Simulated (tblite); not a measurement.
Computed with GFN2-xTB (tblite): harmonic, unscaled wavenumbers at the GFN2-xTB geometry, gas phase. This tight-binding method is rough: wavenumbers can miss measured ones by several per cent, in bad cases by 10 to 20. Modes of hydrogen on silicon can be 10 to 20 % off. One conformer each. Thermal functions are those of the rigid rotor and harmonic oscillator, without mixing of conformers.

Question: Order these by their heat capacity Cp at 298.15 K, highest first (J/(mol K)).
A. `FC(F)O[C@@H]1O[C@@H]1C(F)F`
B. `C=CC1=NC=CC=P1`
C. `CS[C@H]1C[SiH2]1`
D. `Cn1nc(Br)c(C(C)=O)n1`
E. `N[Si]1(F)CCCC1`
F. `C=CP1C[C@@H](F)[C@@H]1C`

Answer: D (155.4), F (151.0), A (143.8), E (141.1), B (124.1), C (120.8).

```json
{"SMILES": "CC(=O)c1nn(C)nc1Br", "atoms": "16", "mass (u)": "202.97", "symmetry number": "1", "modes under 300 cm⁻¹": "8", "ZPE (kJ/mol)": "291.3", "S translation (J/(mol K))": "175.1", "S rotation": "129.4", "S vibration": "142.1", "S": "446.6", "Cp": "155.4"}
{"SMILES": "C=CP1C[C@@H](F)[C@@H]1C", "atoms": "18", "mass (u)": "132.05", "symmetry number": "1", "modes under 300 cm⁻¹": "6", "ZPE (kJ/mol)": "376.8", "S translation (J/(mol K))": "169.8", "S rotation": "120.9", "S vibration": "103.1", "S": "393.7", "Cp": "151.0"}
{"SMILES": "FC(F)O[C@@H]1O[C@@H]1C(F)F", "atoms": "14", "mass (u)": "160.01", "symmetry number": "1", "modes under 300 cm⁻¹": "6", "ZPE (kJ/mol)": "220.9", "S translation (J/(mol K))": "172.2", "S rotation": "125.9", "S vibration": "126.9", "S": "424.9", "Cp": "143.8"}
{"SMILES": "N[Si]1(F)CCCC1", "atoms": "17", "mass (u)": "119.06", "symmetry number": "1", "modes under 300 cm⁻¹": "7", "ZPE (kJ/mol)": "366.6", "S translation (J/(mol K))": "168.5", "S rotation": "117.2", "S vibration": "90.7", "S": "376.4", "Cp": "141.1"}
{"SMILES": "C=Cc1ncccp1", "atoms": "14", "mass (u)": "123.02", "symmetry number": "1", "modes under 300 cm⁻¹": "4", "ZPE (kJ/mol)": "266.4", "S translation (J/(mol K))": "168.9", "S rotation": "119.1", "S vibration": "71.4", "S": "359.4", "Cp": "124.1"}
{"SMILES": "CS[C@H]1C[SiH2]1", "atoms": "13", "mass (u)": "104.01", "symmetry number": "1", "modes under 300 cm⁻¹": "4", "ZPE (kJ/mol)": "253.7", "S translation (J/(mol K))": "166.8", "S rotation": "113.8", "S vibration": "75.4", "S": "356.0", "Cp": "120.8"}
```

Entropies and Cp are for 298.15 K and 1 bar.
